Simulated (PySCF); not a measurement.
AlF3, SMILES [F][Al-]([F])[F], charge -1, multiplicity 2. The structure is a stationary point at PBE-D3(BJ)/def2-SVPD.

All values below come from PBE-D3(BJ)/def2-SVPD (PySCF).

Harmonic wavenumbers (cm⁻¹): 200, 200, 286, 588, 704, 704. Rotational constants (GHz): 6.055, 6.055, 3.291; symmetry number 3.

Q: Work out the zero-point energy and the ideal-gas rigid-rotor harmonic-oscillator thermochemistry at 298.15 K and 1 atm.

A: ZPE = ½ Σ hcν = ½ × 2682 cm⁻¹ = 3.83 kcal/mol. H − E(el) = 7.43 kcal/mol. Entropy in cal/(mol K): translation 39.20, rotation 23.21, vibration 6.84, spin 1.38, total 70.62. G − E(el) = -13.63 kcal/mol. Cp = 16.03 cal/(mol K).
